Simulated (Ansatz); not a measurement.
Cd₇Te₇H₂₀. Total charge 0; singlet. Geometry r2SCAN-D4/def2-SVP, basis def2-TZVP, Ansatz.

```csv
atom,x (Å),y (Å),z (Å)
Cd1,-1.127,-3.127,-2.831
Cd2,0.564,4.055,0.584
Cd3,2.752,-1.373,-1.973
Cd4,-3.096,-0.668,-2.505
Cd5,-3.458,-1.628,0.875
Cd6,0.158,-1.577,2.717
Cd7,2.171,-3.473,0.257
Te8,-1.829,2.701,-0.561
Te9,-0.014,-0.173,-2.231
Te10,-0.810,-3.203,0.288
Te11,2.690,2.719,-1.023
Te12,0.955,2.607,3.148
Te13,2.313,-0.371,1.023
Te14,-1.889,0.452,2.423
H15,0.093,-4.042,-3.535
H16,-2.828,-2.562,-2.736
H17,0.553,5.756,0.630
H18,3.895,-0.456,-2.809
H19,-3.730,0.408,-3.649
H20,-3.261,-0.675,-0.652
H21,-4.485,-2.607,1.786
H22,0.575,-2.439,4.116
H23,2.315,-3.094,-1.544
H24,2.869,-4.422,1.459
H25,-1.619,3.539,-1.996
H26,-2.733,3.986,0.038
H27,0.208,0.202,-3.839
H28,-1.172,-4.685,0.956
H29,2.917,4.186,-1.822
H30,3.846,3.191,0.087
H31,2.193,3.710,3.489
H32,-0.112,3.657,3.901
H33,3.614,-0.767,1.989
H34,-2.521,0.176,3.939
```

```json
{"run": "A", "HOMO (eV)": "-5.71", "LUMO (eV)": "-2.65"}
{"run": "B", "HOMO (eV)": "-6.28", "LUMO (eV)": "-2.27"}
{"run": "C", "HOMO (eV)": "-6.63", "LUMO (eV)": "-1.94"}
{"run": "D", "HOMO (eV)": "-8.74", "LUMO (eV)": "1.04"}
{"run": "E", "HOMO (eV)": "-5.94", "LUMO (eV)": "-2.53"}
{"run": "F", "HOMO (eV)": "-7.43", "LUMO (eV)": "-1.10"}
```

In the def2 sets Cd, Te take a core potential; there is no spin–orbit coupling. Single mean-field runs in def2-TZVP are fitted with def2-universal-jkfit.

Q: The runs used BHLYP, HF, PBE, PBE0, r2SCAN, r2SCANh. Estimate which is which.

A: A PBE (0 % exact exchange); B r2SCANh (10 % exact exchange); C PBE0 (25 % exact exchange); D HF (100 % exact exchange); E r2SCAN (0 % exact exchange); F BHLYP (50 % exact exchange). Exact exchange lowers occupied and raises empty levels; among semilocal functionals meta-GGAs tend to open the gap a little, and such runs are hard to tell apart. The gap grows from 3.06 eV (PBE) to 9.78 eV (HF).
